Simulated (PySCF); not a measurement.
Species: CH11NOSi3.
Z-matrix (Å and degrees, PBE0-D3(BJ)/def2-SVP geometry), rows numbered from 1:
```
C 
Si  1  1.8916
Si  2  2.3444  1  109.66
N   3  1.7238  2  107.19  1   -52.00
O   3  1.6796  2  107.62  1    71.93
Si  5  1.6533  3  141.22  2   -54.07
H   1  1.1008  2  110.69  3  -179.30
H   1  1.1010  2  111.23  3   -59.36
H   1  1.1012  2  110.90  3    61.17
H   2  1.4984  1  109.60  3   120.44
H   2  1.4981  1  109.62  3  -121.47
H   3  1.4893  2  115.58  1  -171.05
H   4  1.0144  3  120.96  2  -167.93
H   4  1.0134  3  121.10  2    44.05
H   6  1.4962  5  110.60  3    72.96
H   6  1.4977  5  110.72  3   -46.70
H   6  1.4900  5  109.16  3  -166.83
```

The calculation used PBE0-D3(BJ)/def2-SVP geometry optimisation, gas phase in PySCF 2.14.0.

Take the most abundant isotopes and a rigid rotor. The values belong to one conformer with, in the numbering `[CH3:1][SiH2:2][Si@@H:3]([NH2:4])[O:5][SiH3:6]`, C1–Si2–Si3–N4 -52°, Si2–Si3–N4–H -168° and 44°, Si2–Si3–O5–Si6 -54°.

Q: What are A, B and C (cm⁻¹)?

A: Ia = 250.19, Ib = 414.68, Ic = 530.02 u·Å²; 505379 MHz·u·Å²/I gives 2020, 1219 and 953.5 MHz, that is A = 0.06738, B = 0.04065, C = 0.03181 cm⁻¹.

Q: What kind of rotor is it?

A: An asymmetric top: κ = (2 × 1219 − 2020 − 953.5)/(2020 − 953.5) = -0.50.

Q: What does the inertial defect say?

A: Not planar: Δ = Ic − Ia − Ib = -134.86 u·Å². For a rigid frame Δ = −2 Σ m c², so Σ m c² = 67.43 u·Å² lies off the ab plane: 20.08 from hydrogen and 47.35 from heavier atoms. The atom farthest from that plane is 1.95 Å away.

Q: Give the other two planar moments, Paa and Pbb, and the rms extents of the mass along the axes.

A: Paa = Σ m a² = (Ib + Ic − Ia)/2 = 347.26 and Pbb = Σ m b² = (Ia + Ic − Ib)/2 = 182.77 u·Å². With the mass M = 137.01 u, the rms extents √(P/M) along a, b and c are 1.59, 1.15, 0.70 Å.

Q: Give the coordinates in the principal-axis frame, origin at the centre of mass.

A: The sense of each axis is arbitrary; atoms in the order of the calculation.
| atom | mass (u) | a (Å) | b (Å) | c (Å) |
| --- | --- | --- | --- | --- |
| C1 | 12.000 | 1.834 | -1.583 | -0.982 |
| Si2 | 27.977 | 1.794 | -0.523 | 0.584 |
| Si3 | 27.977 | 0.121 | 1.108 | 0.390 |
| N4 | 14.003 | 0.379 | 1.928 | -1.104 |
| O5 | 15.995 | -1.363 | 0.332 | 0.519 |
| Si6 | 27.977 | -2.230 | -0.909 | -0.145 |
| H7 | 1.008 | 2.607 | -2.363 | -0.903 |
| H8 | 1.008 | 0.867 | -2.080 | -1.151 |
| H9 | 1.008 | 2.066 | -0.969 | -1.866 |
| H10 | 1.008 | 1.515 | -1.392 | 1.773 |
| H11 | 1.008 | 3.131 | 0.120 | 0.791 |
| H12 | 1.008 | 0.108 | 2.147 | 1.457 |
| H13 | 1.008 | -0.110 | 2.790 | -1.318 |
| H14 | 1.008 | 0.597 | 1.415 | -1.951 |
| H15 | 1.008 | -1.676 | -2.230 | 0.287 |
| H16 | 1.008 | -2.177 | -0.852 | -1.641 |
| H17 | 1.008 | -3.650 | -0.805 | 0.296 |

Q: Which types of transition are allowed, and where do some lines up to J = 4 fall?

A: The dipole components are |μa| = 0.04 D, |μb| = 0.13 D, |μc| = 2.04 D. Intensities carry the squares of the components, which stand as 0.00 : 0.00 : 1.00 (a : b : c). Some lines, for components of 0.1 D or more:

```csv
type,branch,"J(Ka,Kc)",MHz,lower level (cm⁻¹)
b,Q,"1(1,0) ← 1(0,1)",1066,0.072
c,Q,"3(2,2) ← 3(1,2)",2045,0.491
b,Q,"2(2,0) ← 2(1,1)",2459,0.262
b,Q,"4(1,3) ← 4(0,4)",2801,0.701
b,Q,"2(2,1) ← 2(1,2)",3199,0.235
c,R,"1(1,0) ← 0(0,0)",3239,0.000
b,Q,"3(2,2) ← 3(1,3)",3629,0.438
c,Q,"4(3,2) ← 4(2,2)",4122,0.872
b,Q,"4(3,1) ← 4(2,2)",4173,0.872
b,Q,"3(3,1) ← 3(2,2)",4701,0.559
b,R,"3(0,3) ← 2(1,2)",5717,0.235
b,Q,"4(4,0) ← 4(3,1)",6406,1.011
b,R,"4(1,3) ← 3(2,2)",7038,0.559
b,R,"3(2,1) ← 2(1,2)",9980,0.235
b,R,"4(2,3) ← 3(1,2)",10690,0.491
b,R,"3(3,1) ← 2(2,0)",11162,0.344
c,R,"3(3,0) ← 2(2,0)",11169,0.344
c,R,"3(3,1) ← 2(2,1)",11218,0.342
b,R,"3(3,0) ← 2(2,1)",11225,0.342
c,R,"4(2,2) ← 3(1,2)",11406,0.491
c,R,"4(2,3) ← 3(1,3)",12274,0.438
b,R,"4(3,2) ← 3(2,1)",13218,0.568
c,R,"4(3,1) ← 3(2,1)",13270,0.568
b,R,"4(3,1) ← 3(2,2)",13533,0.559
c,R,"4(4,0) ← 3(3,0)",15231,0.716
b,R,"4(4,0) ← 3(3,1)",15239,0.716
```

Q: Estimate the classical rotational partition function at 10 K, 25 K and 50 K.

A: Point group C1, symmetry number σ = 1; q = (√π/σ)·√((kT/h)³/(ABC)), k/h = 20836.6 MHz/K: 3480 at 10 K, 13800 at 25 K, 38900 at 50 K.

Not checked by PBE0-D3(BJ)/def2-SVP frequencies. Constants of a rigid frame at the computed geometry: no zero-point averaging, no centrifugal distortion. A rigid rotor knows nothing of inversion at nitrogen or internal rotation, which can split or shift real lines. Quadrupole hyperfine structure (14N) is left out.
